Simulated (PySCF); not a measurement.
C2H6ClSi (SMILES C[Si](C)Cl), doublet, geometry from GFN2-xTB; DF-WB97X/STO-3G (PySCF).

Input for PySCF:
```python
from pyscf import gto, scf, dft

mol = gto.Mole()
mol.atom = '''
    C    -1.388738   -1.413229   -0.131221
    Si    0.046516   -0.325780    0.491918
    C     1.736257   -0.955591   -0.123641
    Cl   -0.231410    1.583884   -0.223030
    H    -2.349278   -1.038931    0.209452
    H    -1.287732   -2.437061    0.213961
    H    -1.406361   -1.426368   -1.220183
    H     1.762079   -0.962368   -1.212498
    H     2.547508   -0.321824    0.221330
    H     1.931426   -1.965633    0.221770
'''
mol.basis = 'sto-3g'
mol.charge = 0
mol.spin = 1
mol.verbose = 4
mol.build()

mf = dft.UKS(mol)
mf.xc = 'wb97x'
mf = mf.density_fit(auxbasis='def2-universal-jkfit')
mf.kernel()
```

Task: What does PySCF print? Leave out banner, timings and long lists.

Result: 
```
PySCF version 2.14.0

[INPUT] verbose = 4
[INPUT] num. atoms = 10
[INPUT] num. electrons = 49
[INPUT] charge = 0
[INPUT] spin (= nelec alpha-beta = 2S) = 1
[INPUT] symmetry False subgroup None
[INPUT] Mole.unit = angstrom
[INPUT] Symbol           X                Y                Z      unit          X                Y                Z       unit  Magmom
[INPUT]  1 C     -1.388738000000  -1.413229000000  -0.131221000000 AA   -2.624334478776  -2.670615761293  -0.247971751792 Bohr   0.0
[INPUT]  2 Si     0.046516000000  -0.325780000000   0.491918000000 AA    0.087902500410  -0.615634976861   0.929590295744 Bohr   0.0
[INPUT]  3 C      1.736257000000  -0.955591000000  -0.123641000000 AA    3.281050211859  -1.805805277099  -0.233647627767 Bohr   0.0
[INPUT]  4 Cl    -0.231410000000   1.583884000000  -0.223030000000 AA   -0.437301522486   2.993106973081  -0.421465617562 Bohr   0.0
[INPUT]  5 H     -2.349278000000  -1.038931000000   0.209452000000 AA   -4.439492010466  -1.963295052321   0.395806916242 Bohr   0.0
[INPUT]  6 H     -1.287732000000  -2.437061000000   0.213961000000 AA   -2.433460801838  -4.605377838859   0.404327691338 Bohr   0.0
[INPUT]  7 H     -1.406361000000  -1.426368000000  -1.220183000000 AA   -2.657637122269  -2.695444872844  -2.305811691850 Bohr   0.0
[INPUT]  8 H      1.762079000000  -0.962368000000  -1.212498000000 AA    3.329846719847  -1.818611951045  -2.291289146583 Bohr   0.0
[INPUT]  9 H      2.547508000000  -0.321824000000   0.221330000000 AA    4.814092420138  -0.608159220312   0.418253083150 Bohr   0.0
[INPUT] 10 H      1.931426000000  -1.965633000000   0.221770000000 AA    3.649866169864  -3.714508031407   0.419084562645 Bohr   0.0

nuclear repulsion = 205.962841658027
number of shells = 22
number of NR pGTOs = 102
number of NR cGTOs = 34
basis = sto-3g
ecp = {}

******** <class 'pyscf.df.df_jk.DFUKS'> ********
method = DFUKS
initial guess = minao
damping factor = 0
level_shift factor = 0
DIIS = <class 'pyscf.scf.diis.CDIIS'>
diis_start_cycle = 1
diis_space = 8
diis_damp = 0
SCF conv_tol = 1e-09
SCF conv_tol_grad = None
SCF max_cycles = 50
direct_scf = False
number electrons alpha = 25  beta = 24
XC library pyscf.dft.libxc version 7.1.2
    S. Lehtola, C. Steigemann, M. J. T. Oliveira, and M. A. L. Marques,  SoftwareX 7, 1–5 (2018)
XC functionals = wb97x
    J.-D. Chai and M. Head-Gordon,  J. Chem. Phys. 128, 084106 (2008)
radial grids:
    Treutler-Ahlrichs [JCP 102, 346 (1995); DOI:10.1063/1.469408] (M4) radial grids

becke partition: Becke, JCP 88, 2547 (1988); DOI:10.1063/1.454033
pruning grids: <function nwchem_prune>
grids dens level: 3
symmetrized grids: False
atomic radii adjust function: <function treutler_atomic_radii_adjust>
small_rho_cutoff = 0
Set gradient conv threshold to 3.16228e-05
tot grids = 125144
******** <class 'pyscf.df.df.DF'> ********
auxbasis = def2-universal-jkfit
Create RSH-DF object <pyscf.df.df.DF object> for omega=0.3
******** <class 'pyscf.df.df.DF'> ********
auxbasis = auxmol.basis = def2-universal-jkfit
init E= -819.904087511991

cycle= 1 E= -820.194956267373  delta_E= -0.291  |g|= 0.161  |ddm|= 2.61
cycle= 2 E= -820.226879258694  delta_E= -0.0319  |g|= 0.054  |ddm|= 0.507
cycle= 3 E= -820.22966168633  delta_E= -0.00278  |g|= 0.0165  |ddm|= 0.107
cycle= 4 E= -820.230161361232  delta_E= -0.0005  |g|= 0.00591  |ddm|= 0.064
cycle= 5 E= -820.230233760397  delta_E= -7.24e-05  |g|= 0.00208  |ddm|= 0.0248
cycle= 6 E= -820.230245658721  delta_E= -1.19e-05  |g|= 0.000668  |ddm|= 0.0114
cycle= 7 E= -820.230246864184  delta_E= -1.21e-06  |g|= 0.000114  |ddm|= 0.00388
cycle= 8 E= -820.230246889379  delta_E= -2.52e-08  |g|= 2.93e-05  |ddm|= 0.000433
cycle= 9 E= -820.230246891067  delta_E= -1.69e-09  |g|= 4.95e-06  |ddm|= 0.000106
cycle= 10 E= -820.230246891116  delta_E= -4.87e-11  |g|= 6.79e-07  |ddm|= 1.99e-05
Extra cycle  E= -820.230246891116  delta_E= -2.27e-13  |g|= 2.95e-07  |ddm|= 2.14e-06
converged SCF energy = -820.230246891116  <S^2> = 0.75058112  2S+1 = 2.000581
```
